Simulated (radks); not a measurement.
All-electron atom: Nd II in [Xe] 4f4 6s1 (the NIST ground configuration).

Calculated with a radial shooting solver on a logarithmic mesh with Libxc functionals: scalar-relativistic Kohn-Sham, Slater X-alpha with alpha = 0.796, spin-polarised, spherical densities, finite nucleus; open shells are filled with parallel spins first (spin-orbit coupling, left out, can overturn this in heavy ions); Fermi nuclear charge, rms radius 4.9123 fm.

Energy parts (hartree):
part                   energy
total              -9651.4708
kinetic            10273.1095
electron-nucleus  -23411.4188
Hartree             3737.8335
exchange            -250.9950

Orbitals (lengths in bohr, moments of r in powers of bohr; r(max) is where P^2 peaks):
\begin{tabular}{lrrrrr}
orbital & occ. & eigenvalue (hartree) & <r^2> & r(max) & <1/r> \\ \hline
1s up & 1 & -1597.404 & 0.0007597 & 0.01510 & 66.04 \\
1s down & 1 & -1597.403 & 0.0007597 & 0.01510 & 66.04 \\
2s up & 1 & -259.1638 & 0.01201 & 0.08545 & 15.27 \\
2s down & 1 & -259.1624 & 0.01201 & 0.08545 & 15.27 \\
2p up & 3 & -232.0029 & 0.009593 & 0.06882 & 14.41 \\
2p down & 3 & -232.0019 & 0.009593 & 0.06882 & 14.41 \\
3s up & 1 & -56.54405 & 0.08083 & 0.2435 & 5.570 \\
3s down & 1 & -56.48897 & 0.08074 & 0.2434 & 5.574 \\
3p up & 3 & -47.95599 & 0.08074 & 0.2383 & 5.267 \\
3p down & 3 & -47.90146 & 0.08062 & 0.2382 & 5.271 \\
3d up & 5 & -35.99937 & 0.06836 & 0.1953 & 5.003 \\
3d down & 5 & -35.95669 & 0.06822 & 0.1952 & 5.007 \\
4s up & 1 & -11.49426 & 0.4142 & 0.5637 & 2.335 \\
4s down & 1 & -11.35098 & 0.4138 & 0.5634 & 2.337 \\
4p up & 3 & -8.67195 & 0.4674 & 0.5880 & 2.153 \\
4p down & 3 & -8.52782 & 0.4670 & 0.5876 & 2.154 \\
4d up & 5 & -4.64884 & 0.5739 & 0.6157 & 1.884 \\
4d down & 5 & -4.50443 & 0.5744 & 0.6151 & 1.884 \\
4f up & 4 & -0.38115 & 1.458 & 0.6541 & 1.296 \\
4f down & 0 & -0.25224 & 1.632 & 0.6557 & 1.263 \\
5s up & 1 & -1.77270 & 2.383 & 1.307 & 0.9113 \\
5s down & 1 & -1.67729 & 2.436 & 1.318 & 0.8985 \\
5p up & 3 & -1.08198 & 3.287 & 1.479 & 0.7699 \\
5p down & 3 & -1.00282 & 3.355 & 1.497 & 0.7576 \\
6s up & 1 & -0.32885 & 16.95 & 3.473 & 0.3224 \\
6s down & 0 & -0.24230 & 17.63 & 3.413 & 0.3238 \\
\end{tabular}

The highest occupied level is 6s up at -8.948 eV. For comparison, the ionisation energy in NIST's Atomic Spectra Database is 10.78 eV (semi-empirical). In exact Kohn-Sham theory the highest level is minus the ionisation energy, but local and semilocal functionals leave it too shallow, through self-interaction and a potential that decays too fast; potentials with the right tail come closer. The electron density at the nucleus is 4.716e+05 e/bohr^3 (large components only). The density falls to 0.001 e/bohr^3 at r = 4.55 bohr.
